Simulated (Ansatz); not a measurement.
A CCSD(T) single point on `C[Si](F)I` radical.

```yaml
crystal:
  periodic: [false, false, false]
  atoms:
    - {symbol: C, position_ang: [0.099915, 0.868075, -0.070090]}
    - {symbol: Si, position_ang: [0.347975, -0.951025, -0.395724]}
    - {symbol: F, position_ang: [1.256681, -1.535634, 0.788433]}
    - {symbol: I, position_ang: [-1.794612, -2.136856, -0.365688]}
    - {symbol: H, position_ang: [-0.550894, 1.302340, -0.830430]}
    - {symbol: H, position_ang: [-0.360516, 1.001334, 0.912794]}
    - {symbol: H, position_ang: [1.062752, 1.383867, -0.084897]}
basis:
  gaussian: {orbitals: def2-SVP}
magnetization: {spin_polarized: true, initial_magnetization: 1}
correlation: {method: ccsd_t}
scf: {omitted_lower_state_checks: [cluster_reference]}
```

```sh
$ ansatz run in.yaml --threads 4 --pin off --events-out ev --progress --plain
```

The program prints (abridged):

```
Functional definition: HF
930 factors; integrals over basis functions are off by at most 1.2e-3 eV
mean field evaluation 1: about -19712.3207 eV, gradient 2.2e1 eV
mean field evaluation 2: about -19712.3461 eV, gradient 2.2e1 eV
mean field evaluation 4: about -19714.8306 eV, gradient 2.4e0 eV
mean field evaluation 8: about -19714.9106 eV, gradient 1.4e-1 eV
mean field -19714.91117202 eV, -724.5096223249 hartree, gradient 2.4e-6 eV, S^2 0.755026; 0 other end points of the search recorded, 0 dependent functions left out
11 core orbitals not correlated: weight in the atoms' cores, before any rotation towards them, 1.000 or more for the frozen orbitals, at most 0.000 for the correlated occupied ones
reference -19714.91117202 eV, -724.5096223249 hartree; 18, 17 occupied and 58, 59 virtual orbitals, 930 factors
second order -14.21756011 eV of doubles, -0.00000000 eV of singles
cycle   1  -14.67225643 eV  change   -4.5e-1 eV  update   8.8e-2
cycle   2  -14.98931331 eV  change   -3.2e-1 eV  update   2.7e-2
cycle   3  -15.07865358 eV  change   -8.9e-2 eV  update   1.6e-2
cycle   4  -15.07900016 eV  change   -3.5e-4 eV  update   4.9e-3
cycle   5  -15.07632690 eV  change    2.7e-3 eV  update   2.4e-3
cycle   6  -15.07673180 eV  change   -4.0e-4 eV  update   1.1e-3
cycle   7  -15.07686233 eV  change   -1.3e-4 eV  update   4.3e-4
cycle   8  -15.07690206 eV  change   -4.0e-5 eV  update   1.8e-4
cycle   9  -15.07693321 eV  change   -3.1e-5 eV  update   7.2e-5
cycle  10  -15.07690775 eV  change    2.5e-5 eV  update   3.0e-5
perturbative correction -0.35094178 eV, -0.0128968725 hartree
Total energy: -19730.33902155 eV, -725.0765853378 hartree
Checks for a lower state left out: cluster_reference
```

It took 11 s on 4 threads of a server CPU on a shared host, with 0.69 GiB of host memory at the peak.

MP2 recovers 92.2 % of the CCSD(T) correlation energy and the triples give 2.3 %; T1 = 0.0113.
